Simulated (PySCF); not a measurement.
Worked example: dipole moment from atomic charges

SiCl₂, SMILES [Si](Cl)Cl (connectivity only; charge and spin as stated), neutral, multiplicity 1. Atoms are numbered in the order given.

```xyz
3

Si     0.0000     0.0000     0.9380
Cl     0.0000    -1.6277    -0.3862
Cl     0.0000     1.6277    -0.3862
```
Charge 0, spin multiplicity 1.

Geometry optimised at PBE-D3(BJ)/def2-TZVP. The isomer is the one that the SMILES or the coordinates give; other isomers of the formula were not compared.

Charges (e) from HF/def2-TZVPD in PySCF:

| atom | ESP fit | IAO |
|---|---|---|
| Si1 | 0.210 | 0.695 |
| Cl2 | -0.105 | -0.348 |
| Cl3 | -0.105 | -0.348 |

The dipole moment of the full density is 1.16 D.

Question: What dipole moment does each set of point charges give, and which comes closer to that of the density?

Answer: 
μ = Σ q r, and 1 e Å = 4.8032 D.
ESP fit: Σ q r = (0.000, 0.000, 0.278) e Å, |μ| = 1.34 D.
IAO: Σ q r = (0.000, 0.000, 0.921) e Å, |μ| = 4.42 D.
ESP fit comes closer in size. Point charges leave out the atoms' own dipoles (lone pairs, polarised bonds); fits to the potential absorb them, partitions of the density don't.
